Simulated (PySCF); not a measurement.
Species: CH4AsNSi.
Structure used (PBE0-D3(BJ)/def2-SVP), in Å, numbered top down from 1:
```xyz
8
CH4AsNSi angstrom
N      2.6675   -1.2527   -0.2786
C      1.7852   -0.5102   -0.1526
Si     0.3468    0.6500    0.0473
As    -1.5232   -0.4164   -0.9318
H      0.6799    1.8923   -0.7032
H      0.2232    0.9360    1.5032
H     -1.6525   -1.3557    0.2626
H     -2.4605    0.6102   -0.2999
```

Theory: TDDFT wB97X-D/def2-SVPD, vertical, gas phase, core orbitals frozen in the response in PySCF 2.14.0, density-fitted response routines. Relativistic effects, spin–orbit coupling among them, are left out although an element past zinc is present.

Ground-to-excited transition dipoles (e·a0, same axes as the geometry; the sign carries no meaning), for the states with f of 0.002 or more among the lowest 8:

```json
{"state": "S1", "E (eV)": "6.465", "μx": "-0.668", "μy": "-0.363", "μz": "-0.474"}
{"state": "S2", "E (eV)": "6.679", "μx": "0.366", "μy": "0.011", "μz": "0.447"}
{"state": "S3", "E (eV)": "6.715", "μx": "-0.489", "μy": "-0.106", "μz": "-0.315"}
{"state": "S4", "E (eV)": "6.856", "μx": "0.547", "μy": "0.268", "μz": "-0.051"}
{"state": "S5", "E (eV)": "7.093", "μx": "-0.253", "μy": "0.002", "μz": "-0.216"}
{"state": "S6", "E (eV)": "7.252", "μx": "-0.457", "μy": "0.047", "μz": "0.091"}
{"state": "S8", "E (eV)": "7.463", "μx": "-0.129", "μy": "-0.289", "μz": "-0.206"}
```

(1) What oscillator strength does each state have?

(2) Which bond between heavy atoms lies closest to the direction of the S1 transition dipole?

(3) What angle do the transition dipoles of S5 and S8 make?

(4) How is the summed strength of these states shared among x, y and z?

Answers

(1) f = (2/3) ΔE |μ|² with ΔE in hartree (27.2114 eV).

```csv
state,|μ|² (au),|μ| (D),f
S1,0.803,2.28,0.127
S2,0.333,1.47,0.055
S3,0.349,1.50,0.057
S4,0.373,1.55,0.063
S5,0.111,0.85,0.019
S6,0.220,1.19,0.039
S8,0.143,0.96,0.026
```

(2) Si3–As4, at 8° from it; next C2–Si3 at 75°.

(3) |cos θ| = |μa·μb| / (|μa| |μb|) = 0.61, so θ ≈ 52° (taken between 0 and 90°, since the signs are arbitrary).

(4) (2/3) Σ ΔE μα² gives 0.233 for x, 0.051 for y and 0.102 for z, 0.386 in all.

The vertical ionisation energy (ΔSCF) is 10.32 eV, 2.86 eV above S8.

On x86-64 server, one thread, on a shared host, this took 18 s.

One conformer stands for the species.
